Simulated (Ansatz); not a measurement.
Total energies of P₂H₆Au₁₃⁺ (relaxed from a model of Au13(PH3)2, whose bonding it doesn't keep) from Ansatz at PBE-D4/def2-TZVP, gas phase (1 Eh = 27.2114 eV = 2625.5 kJ/mol). The reference geometry is relaxed at r2SCAN-D4/def2-SVP.

```xyz
21

Au   -0.366    2.469    1.822
Au    2.455   -1.626    1.881
Au    2.389   -0.762   -0.935
Au   -2.911    3.150    1.448
Au   -2.334    0.882   -2.465
Au   -2.244    0.649    0.723
Au   -0.044   -1.142    0.977
Au   -1.308    2.864   -0.898
Au    1.958    1.289    0.700
Au    0.128    0.639   -1.386
Au   -2.049   -1.529   -0.785
Au    2.034    2.783    2.930
Au    0.851    0.184    3.144
P     4.481   -2.678    2.255
P    -4.163    0.521   -3.836
H     5.542   -2.514    1.329
H     5.154   -2.359    3.460
H     4.450   -4.091    2.352
H    -5.303   -0.135   -3.308
H    -4.775    1.663   -4.409
H    -3.946   -0.256   -5.001
```

| state | geometry | energy (Eh) |
| --- | --- | --- |
| charge 1 singlet | reference | -2451.57505 |
| charge 2 doublet | reference | -2451.22734 |
| charge 0 doublet | reference | -2451.77338 |

In the def2 sets Au takes a core potential; there is no spin–orbit coupling. Single mean-field runs in def2-TZVP are fitted with def2-universal-jkfit.

(1) Work out the vertical ionisation energy to the doublet.

(2) Work out the vertical electron affinity, to the doublet.

(3) Give the fundamental gap IE − EA, the Mulliken electronegativity (IE + EA)/2 and the hardness (IE − EA)/2.

(1) E(charge 2 doublet) − E(charge 1 singlet) = -2451.22734 − (-2451.57505) = 0.34771 Eh = 9.46 eV. For comparison, −ε of the highest occupied level is 7.84 eV at this level, 1.62 eV less.

(2) E(charge 1 singlet) − E(charge 0 doublet) = -2451.57505 − (-2451.77338) = 0.19833 Eh = 5.40 eV.

(3) From the values in Eh: IE − EA = 0.34771 − 0.19833 = 0.14938 Eh = 4.06 eV; (IE + EA)/2 = 7.43 eV; (IE − EA)/2 = 2.03 eV. The HOMO–LUMO gap of the same run is 1.00 eV, 3.06 eV smaller than the fundamental gap.
